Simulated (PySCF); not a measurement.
C₄H₁₃NSn (SMILES CC[N]([SnH3])CC), singlet, geometry from GFN2-xTB (such geometries of metal compounds can be far from the true shape) (all electrons, no relativity), with bond 11-3 at 1.8 times its length; CASSCF(8,8)/STO-3G (PySCF).

Input for PySCF:
```python
from pyscf import gto, scf, mcscf
import numpy

mol = gto.Mole()
mol.atom = '''
    Sn   -0.145712    1.058338    0.513594
    N     0.226177   -0.719965   -0.379770
    C    -0.831108   -1.483082   -1.008521
    C    -2.114683   -1.490692   -0.204550
    C     1.486796   -0.879756   -1.077681
    C     2.207127   -2.154628   -0.652262
    H    -0.882308    2.281447   -0.392261
    H    -1.085050    0.750406    1.847184
    H     1.365306    1.560953    0.982647
    H    -0.476156   -2.513086   -1.109636
    H    -1.194837   -0.810950   -2.839228
    H    -2.830258   -2.172451   -0.656498
    H    -2.561333   -0.496181   -0.177798
    H    -1.913247   -1.812966    0.813607
    H     1.327713   -0.885813   -2.164490
    H     2.139498   -0.034474   -0.845830
    H     3.182443   -2.202782   -1.129938
    H     2.338728   -2.154255    0.426440
    H     1.641426   -3.039306   -0.931048
'''
mol.basis = 'sto-3g'
mol.charge = 0
mol.spin = 0
mol.verbose = 4
mol.build()

mf = scf.RHF(mol)
mf.kernel()
mc = mcscf.CASSCF(mf, 8, 8)
mc.fix_spin_(ss=0.0)
mc.kernel()
occ = numpy.linalg.eigvalsh(mc.fcisolver.make_rdm1(mc.ci, mc.ncas, mc.nelecas))[::-1]
ss = mc.fcisolver.spin_square(mc.ci, mc.ncas, mc.nelecas)[0]
print('natural occupations', occ.round(4), ' <S^2>', round(ss, 4))
```

What does PySCF print? Leave out banner, timings and long lists.


```
PySCF version 2.14.0

[INPUT] verbose = 4
[INPUT] num. atoms = 19
[INPUT] num. electrons = 94
[INPUT] charge = 0
[INPUT] spin (= nelec alpha-beta = 2S) = 0
[INPUT] symmetry False subgroup None
[INPUT] Mole.unit = angstrom
[INPUT] Symbol           X                Y                Z      unit          X                Y                Z       unit  Magmom
[...]
nuclear repulsion = 596.571477797561
number of shells = 39
number of NR pGTOs = 195
number of NR cGTOs = 65
basis = sto-3g
ecp = {}

******** <class 'pyscf.scf.hf.RHF'> ********
method = RHF
initial guess = minao
damping factor = 0
level_shift factor = 0
DIIS = <class 'pyscf.scf.diis.CDIIS'>
diis_start_cycle = 1
diis_space = 8
diis_damp = 0
SCF conv_tol = 1e-09
SCF conv_tol_grad = None
SCF max_cycles = 50
direct_scf = True
direct_scf_tol = 1e-13
Set gradient conv threshold to 3.16228e-05
Initial guess from minao.
init E= -6157.75831031841
[...]
cycle= 1 E= -6173.94147322413  delta_E= -16.2  |g|= 0.523  |ddm|= 5.02
[...]
cycle= 2 E= -6174.04490543407  delta_E= -0.103  |g|= 0.157  |ddm|= 0.981
[...]
cycle= 3 E= -6174.05370752848  delta_E= -0.0088  |g|= 0.057  |ddm|= 0.285
[...]
cycle= 4 E= -6174.05493330794  delta_E= -0.00123  |g|= 0.0114  |ddm|= 0.0874
[...]
cycle= 5 E= -6174.0550474552  delta_E= -0.000114  |g|= 0.0042  |ddm|= 0.0369
[...]
cycle= 6 E= -6174.05505981337  delta_E= -1.24e-05  |g|= 0.00158  |ddm|= 0.0107
[...]
cycle= 7 E= -6174.0550618957  delta_E= -2.08e-06  |g|= 0.000304  |ddm|= 0.00555
[...]
cycle= 8 E= -6174.05506197671  delta_E= -8.1e-08  |g|= 9.16e-05  |ddm|= 0.000953
[...]
cycle= 9 E= -6174.05506198511  delta_E= -8.4e-09  |g|= 1.52e-05  |ddm|= 0.000357
[...]
cycle= 10 E= -6174.05506198537  delta_E= -2.58e-10  |g|= 2.48e-06  |ddm|= 5.8e-05
[...]
Extra cycle  E= -6174.05506198535  delta_E= 1.64e-11  |g|= 8.8e-07  |ddm|= 5.25e-06
converged SCF energy = -6174.05506198535

******** <class 'pyscf.mcscf.mc1step.CASSCF'> ********
CAS (4e+4e, 8o), ncore = 43, nvir = 14
max_cycle_macro = 50
max_cycle_micro = 4
conv_tol = 1e-07
conv_tol_grad = None
orbital rotation max_stepsize = 0.02
orbital rotation threshold for CI restart = 0.01
augmented hessian ah_max_cycle = 30
augmented hessian ah_conv_tol = 1e-12
augmented hessian ah_linear dependence = 1e-14
augmented hessian ah_level shift = 1e-08
augmented hessian ah_start_tol = 2.5
augmented hessian ah_start_cycle = 3
augmented hessian ah_grad_trust_region = 3
kf_trust_region = 3
kf_interval = 4
ci_response_space = 4
ci_grad_trust_region = 3
with_dep4 0
natorb = False
canonicalization = True
sorting_mo_energy = False
ao2mo_level = 2
internal_rotation = False
******** <class 'pyscf.fci.addons.SpinPenaltyFCISolver'> ********
max. cycles = 50
conv_tol = 1e-08
davidson only = True
linear dependence = 1e-12
level shift = 0.001
max iter space = 12
nroots = 1
pspace_size = 400
spin = None
CASCI E = -6174.13665511166  S^2 = 0.0000000
Set conv_tol_grad to 0.000316228
macro iter   1 ( 21 JK    4 micro), CASSCF E = -6174.15613784937  dE = -1.94827377e-02  S^2 = 0.0000000
               |grad[o]|=0.0601  |grad[c]|=0.0448  |ddm|=0.064  |maxRot[o]|= 0.22
macro iter   2 ( 21 JK    4 micro), CASSCF E = -6174.16435011166  dE = -8.21226229e-03  S^2 = 0.0000000
               |grad[o]|=0.0293  |grad[c]|=0.0226  |ddm|=0.0193  |maxRot[o]|=0.314
macro iter   3 ( 21 JK    4 micro), CASSCF E = -6174.17038211015  dE = -6.03199849e-03  S^2 = 0.0000000
               |grad[o]|=0.0134  |grad[c]|=0.0302  |ddm|=0.0277  |maxRot[o]|=0.232
macro iter   4 ( 21 JK    4 micro), CASSCF E = -6174.17205887555  dE = -1.67676540e-03  S^2 = 0.0000000
               |grad[o]|=0.0133  |grad[c]|=0.0265  |ddm|=0.0169  |maxRot[o]|=0.0897
macro iter   5 ( 21 JK    4 micro), CASSCF E = -6174.17244969637  dE = -3.90820817e-04  S^2 = 0.0000000
               |grad[o]|=0.0101  |grad[c]|=0.0231  |ddm|=0.0123  |maxRot[o]|=0.0298
macro iter   6 ( 21 JK    4 micro), CASSCF E = -6174.17247631574  dE = -2.66193738e-05  S^2 = 0.0000000
[...]
               |grad[o]|=0.00778  |grad[c]|=0.0031  |ddm|=0.00296  |maxRot[o]|=0.0511
macro iter  30 ( 21 JK    4 micro), CASSCF E = -6174.17667283185  dE = -2.34909705e-04  S^2 = 0.0000000
               |grad[o]|=0.00612  |grad[c]|=0.00699  |ddm|=0.00499  |maxRot[o]|=0.0102
macro iter  31 ( 21 JK    4 micro), CASSCF E = -6174.17670329009  dE = -3.04582391e-05  S^2 = 0.0000000
               |grad[o]|=0.00568  |grad[c]|=0.00901  |ddm|=0.00526  |maxRot[o]|=0.00688
macro iter  32 ( 21 JK    4 micro), CASSCF E = -6174.17668091301  dE =  2.23770794e-05  S^2 = 0.0000000
               |grad[o]|=0.0056  |grad[c]|=0.0116  |ddm|=0.00698  |maxRot[o]|=0.00933
macro iter  33 ( 16 JK    4 micro), CASSCF E = -6174.17728637692  dE = -6.05463909e-04  S^2 = 0.0000000
               |grad[o]|=0.00565  |grad[c]|=0.00274  |ddm|=0.00313  |maxRot[o]|= 0.04
macro iter  34 ( 21 JK    4 micro), CASSCF E = -6174.17744037003  dE = -1.53993110e-04  S^2 = 0.0000000
               |grad[o]|=0.00455  |grad[c]|=0.00769  |ddm|=0.00488  |maxRot[o]|=0.0122
macro iter  35 ( 21 JK    4 micro), CASSCF E = -6174.17739494826  dE =  4.54217725e-05  S^2 = 0.0000000
               |grad[o]|=0.00424  |grad[c]|=0.0105  |ddm|=0.00591  |maxRot[o]|=0.00947
macro iter  36 ( 19 JK    4 micro), CASSCF E = -6174.17787004174  dE = -4.75093482e-04  S^2 = 0.0000000
               |grad[o]|=0.00437  |grad[c]|=0.00409  |ddm|=0.00327  |maxRot[o]|=0.0304
macro iter  37 ( 19 JK    4 micro), CASSCF E = -6174.17805296583  dE = -1.82924090e-04  S^2 = 0.0000000
               |grad[o]|=0.00345  |grad[c]|=0.0085  |ddm|=0.00549  |maxRot[o]|=0.0185
macro iter  38 ( 21 JK    4 micro), CASSCF E = -6174.17804632561  dE =  6.64022173e-06  S^2 = 0.0000000
               |grad[o]|=0.00293  |grad[c]|=0.00951  |ddm|=0.00535  |maxRot[o]|=0.00497
macro iter  39 ( 19 JK    4 micro), CASSCF E = -6174.17837377488  dE = -3.27449274e-04  S^2 = 0.0000000
               |grad[o]|=0.00301  |grad[c]|=0.00182  |ddm|=0.00173  |maxRot[o]|=0.0423
macro iter  40 ( 21 JK    4 micro), CASSCF E = -6174.17837493019  dE = -1.15530474e-06  S^2 = 0.0000000
               |grad[o]|=0.00172  |grad[c]|=0.00472  |ddm|=0.00268  |maxRot[o]|=0.00323
macro iter  41 ( 16 JK    4 micro), CASSCF E = -6174.17844504038  dE = -7.01101944e-05  S^2 = 0.0000000
               |grad[o]|=0.0018  |grad[c]|=0.00413  |ddm|=0.00152  |maxRot[o]|=0.015
macro iter  42 ( 13 JK    4 micro), CASSCF E = -6174.17844460914  dE =  4.31246917e-07  S^2 = 0.0000000
               |grad[o]|=0.00131  |grad[c]|=0.00394  |ddm|=0.00216  |maxRot[o]|=0.000989
macro iter  43 ( 10 JK    2 micro), CASSCF E = -6174.17850787319  dE = -6.32640540e-05  S^2 = 0.0000000
               |grad[o]|=0.00138  |grad[c]|=0.00117  |ddm|=0.00119  |maxRot[o]|=0.0213
macro iter  44 ( 13 JK    4 micro), CASSCF E = -6174.17852126440  dE = -1.33912054e-05  S^2 = 0.0000000
               |grad[o]|=0.000644  |grad[c]|=0.00104  |ddm|=0.000993  |maxRot[o]|=0.00964
macro iter  45 (  7 JK    2 micro), CASSCF E = -6174.17852669962  dE = -5.43522401e-06  S^2 = 0.0000000
               |grad[o]|=0.000408  |grad[c]|=0.000228  |ddm|=0.000339  |maxRot[o]|=0.00782
macro iter  46 (  7 JK    1 micro), CASSCF E = -6174.17852744291  dE = -7.43285455e-07  S^2 = 0.0000000
               |grad[o]|=0.000136  |grad[c]|=0.000326  |ddm|=0.000145  |maxRot[o]|=0.00384
macro iter  47 (  4 JK    1 micro), CASSCF E = -6174.17852746635  dE = -2.34440449e-08  S^2 = 0.0000000
               |grad[o]|=3.08e-05  |grad[c]|=7.15e-05  |ddm|=5.38e-05  |maxRot[o]|=0.000623
1-step CASSCF converged in  47 macro (884 JK 177 micro) steps
CASSCF canonicalization
Density matrix diagonal elements [1.97328305 1.97189973 1.91933057 1.77878254 0.28394784 0.02389237
 0.02696202 0.02190187]
CASSCF energy = -6174.17852746635
CASCI E = -6174.17852746635  E(CI) = -10.2166129480574  S^2 = 0.0000000
natural occupations [1.9828 1.9751 1.9722 1.7181 0.2819 0.0283 0.0218 0.0198]  <S^2> 0.0
```
